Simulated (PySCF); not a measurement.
## Telling isomers of C5H7F3Si apart by NMR

Isolated molecule, fast rotation and ring inversion assumed for equivalent nuclei, relativity neglected, one conformer. Shieldings: GIAO PBE0/pcSseg-1; geometry: GFN2-xTB; PySCF 2.14.0 with density-fitted response routines.

Scale: TMS for $^{1}$H (σref 31.72), $^{13}$C (σref 186.93) (reference shieldings calculated alike). Splittings of carbon signals by F and P are missing where no couplings were computed. Where no couplings were computed, multiplicities follow the n + 1 count of equivalent neighbours, and m marks all less simple cases (inequivalent or close neighbours, rings, F or P nearby). Shifts are as computed. Against solution values, carbons near 30 ppm lie about +3 ppm off and those near 130 ppm about +5 ppm. Of 1211 compounds with measured shifts, 218 miss one by over three times the rms of a fit or turn the order of signals round; such compounds aren't used in these exercises.

(1) Tabulate the signals of `C=C(C[SiH3])C(F)=C(F)F`, `FC(F)=C(F)[C@@H]1CC[SiH2]1` and their relative energies.

(2) What is the quickest way to tell C=C(C[SiH3])C(F)=C(F)F from FC(F)=C(F)[C@@H]1CC[SiH2]1?

Answers

(1) 
```tsv
SMILES	carbon types	δC	δH	E rel. (kcal/mol)
C=C(C[SiH3])C(F)=C(F)F	3×C 2×CH2	168.5, 141.0, 139.1, 118.5, 17.4	5.68 (m, 1H), 5.35 (m, 1H), 3.92 (t, 3H), 2.05 (q, 2H)	4.8
FC(F)=C(F)[C@@H]1CC[SiH2]1	2×C 1×CH 2×CH2	164.6, 139.6, 26.4, 25.4, 6.5	5.00 (m, 1H), 4.94 (m, 1H), 2.94 (m, 1H), 2.74 (m, 1H), 2.56 (m, 1H), 1.51 (m, 1H), 1.32 (m, 1H)	0.0
```

Energies are electronic energies at PBE0/pcSseg-1 on these geometries, without zero-point or thermal terms, each for the one conformer computed, which needn't be the lowest.

(2) Both give the same number of carbon signals, but DEPT or the intensities differ. The first has a terminal =CH2 carbon at 118.5 ppm, the second an allylic sp3 CH bonded to Si at 26.4 ppm. Their most deshielded carbons lie at 168.5 and 164.6 ppm. In the proton spectra the most deshielded non-exchanging signals are 5.68 (m, 1H) and 5.00 (m, 1H).
